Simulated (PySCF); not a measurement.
Hf(NH2)3(Me) (CH9HfN3), SMILES [CH3][Hf]([NH2])([NH2])[NH2], multiplicity 1.

Geometry: PBE0-D3(BJ)/def2-SVP. The multiplicity is an assumed one; other spin states were not compared. The def2 effective core potentials stand for the cores of Hf; spin–orbit coupling is left out. The values are those of a single conformer.

Two levels are set side by side: PBE/def2-TZVP (PySCF) and HF/def2-TZVP (PySCF). Same geometry, gas phase. Differences are taken from unrounded values.

| quantity | HF |
|---|---|
| orbital gap (eV) | 12.25 |
| highest occupied level (eV) | -10.07 |
| lowest empty level (eV) | 2.18 |
| dipole moment (D) | 1.31 |
| mean polarisability (bohr³) | 69.4 |

Problem. What does PBE give, and how far is it from HF? (The exact figures need the calculation; the answer reports its results.)

Solution. 
```
quantity                       PBE  PBE minus HF
---------------------------  -----  ------------
orbital gap (eV)              4.84         -7.41
highest occupied level (eV)  -5.43          4.65
lowest empty level (eV)      -0.58         -2.76
dipole moment (D)             1.33          0.02
mean polarisability (bohr³)   82.5          13.1
```

Without exact exchange PBE keeps part of each electron's self-repulsion, which lifts occupied levels and narrows the gap. Loosely held outer electrons make PBE densities more polarisable. Differences between two approximate levels are no errors against the true value.

Rough cost on one machine, each run with all the roots and properties that it gave: HF against PBE about 1/4.
